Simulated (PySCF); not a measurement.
AlH3, SMILES [AlH3].

Coordinates come from a B3LYP-D3(BJ)/def2-TZVPD optimisation. The isomer is the one that the SMILES or the coordinates give; other isomers of the formula were not compared.

Two levels are set side by side: TDDFT-PBE/def2-TZVPD (PySCF) and TDDFT-LC-ωPBE/def2-TZVPD (PySCF). Vertical, same geometry. The lowest singlet is HOMO→LUMO 100 % with PBE and HOMO−1→LUMO 98 % with the other functional; states are paired by order. Differences are taken from unrounded values.

```csv
quantity,TDDFT-LC-ωPBE
lowest singlet excitation (eV),5.63
lowest triplet excitation (TDA) (eV),5.01
first bright state (f over 0.05) (eV),8.66
its oscillator strength,0.22
```

Q: What does TDDFT-PBE give, and how far is it from TDDFT-LC-ωPBE? (Estimate from the structure and the level; the computed values follow.)

A: 
| quantity | TDDFT-PBE | TDDFT-PBE minus TDDFT-LC-ωPBE |
|---|---|---|
| lowest singlet excitation (eV) | 4.88 | -0.75 |
| lowest triplet excitation (TDA) (eV) | 4.42 | -0.59 |
| first bright state (f over 0.05) (eV) | 7.40 | -1.26 |
| its oscillator strength | 0.12 | -0.10 |

A lower first singlet is the usual sign of a functional without exact exchange. Differences between two approximate levels are no errors against the true value.

Rough cost on one machine, each run with all the roots and properties that it gave: TDDFT-LC-ωPBE against TDDFT-PBE about 3 times.
